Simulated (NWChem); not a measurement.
# Atomisation of F$_{2}$Si

```xyz
3

Si     0.0000     0.0000     0.5906
F     -1.2660     0.0000    -0.4594
F      1.2660     0.0000    -0.4594
```
Charge 0, spin multiplicity 1.

Everything below was run with NWChem. All single points use one geometry, from PBE/def2-SVP, a minimum by its harmonic frequencies.

Basis set: def2-TZVP. The atomisation energy is electronic alone: no zero-point, thermal, spin-orbit or counterpoise terms. No value is extrapolated to the basis-set limit. Free atoms are single determinants with multiplicities Si 3, F 2.

The structure started from a generated list of species. No SCF solution was tested for a lower state. Open-shell Hartree-Fock references start from PBE0 orbitals.

**Question.** One of these methods gave an atomisation energy of 296.8 kcal/mol. Which?
(A) HF
(B) PBE0
(C) M06-2X
(D) CAM-B3LYP

**Answer.** C, M06-2X. The others give 286.3 (PBE0), 295.2 (CAM-B3LYP), 208.0 (HF).
